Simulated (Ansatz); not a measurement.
`CBO[SiH2]C` and `CBS[SiH2]C` differ in one element.

Ansatz, PBE0-D4/def2-TZVP geometries, multiplicity 1. Each molecule was computed in one conformer, which needn't be the lowest.

| property | `CBO[SiH2]C` |
| --- | --- |
| LUMO energy (B3LYP/def2-TZVPP) / eV | -0.19 |
| LUMO energy (PBE0/def2-TZVPP) / eV | 0.06 |
| size of the dipole moment (PBE/def2-TZVPP) / D | 0.99 |
| HOMO–LUMO gap (PBE0/def2-TZVPP) / eV | 8.21 |
| LUMO energy (PBE/def2-TZVPP) / eV | -0.96 |
| HOMO energy (PBE/def2-TZVPP) / eV | -6.70 |

(1) What does the change do to each property? (An estimate is asked.)

Answers

(1) Computed: 
```json
{"property": "LUMO energy (B3LYP/def2-TZVPP) / eV", "`CBS[SiH2]C`": "-1.11", "shift": "-0.92"}
{"property": "LUMO energy (PBE0/def2-TZVPP) / eV", "`CBS[SiH2]C`": "-0.94", "shift": "-1.00"}
{"property": "size of the dipole moment (PBE/def2-TZVPP) / D", "`CBS[SiH2]C`": "1.19", "shift": "0.20"}
{"property": "HOMO–LUMO gap (PBE0/def2-TZVPP) / eV", "`CBS[SiH2]C`": "6.86", "shift": "-1.35"}
{"property": "LUMO energy (PBE/def2-TZVPP) / eV", "`CBS[SiH2]C`": "-1.87", "shift": "-0.91"}
{"property": "HOMO energy (PBE/def2-TZVPP) / eV", "`CBS[SiH2]C`": "-6.68", "shift": "0.02"}
```

With PBE0 the HOMO rises by 0.35 eV and the LUMO falls by 1.00 eV, so the gap narrows by about 1.35 eV. PBE moves the HOMO by 0.02 eV and ωB97M-V by 0.57 eV. Dipoles are sizes alone; their direction can turn.

Positive LUMOs are unbound, so they and the gaps depend on the basis.

B3LYP here is the variant with VWN-RPA as its local correlation; programs differ in this.
